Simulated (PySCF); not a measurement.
CH5ClGeO3, SMILES [O]([Ge]([OH])([Cl])[OH])C. Geometry optimised at PBE0-D3(BJ)/def2-SVP. The values are those of a single conformer.

Q: Give the equilibrium geometry at PBE0-D3(BJ)/def2-SVP (PySCF confirms it by a frequency run) as a Z-matrix. (Estimate from the structure and the level; the computed values follow.)

A: Several could match; the one computed here: 
```
O
C 1 1.4083
H 2 1.1001 1 107.96
H 2 1.1040 3 108.32 1 -121.46
H 2 1.1041 3 108.28 4 -117.34
Ge 1 1.7541 2 121.84 3 -172.17
O 6 1.7496 1 106.19 2 172.13
H 7 0.9647 6 112.03 1 -33.17
O 6 1.7501 7 108.16 8 -156.38
H 9 0.9650 6 111.31 7 28.63
Cl 6 2.1389 7 113.99 8 85.86
```
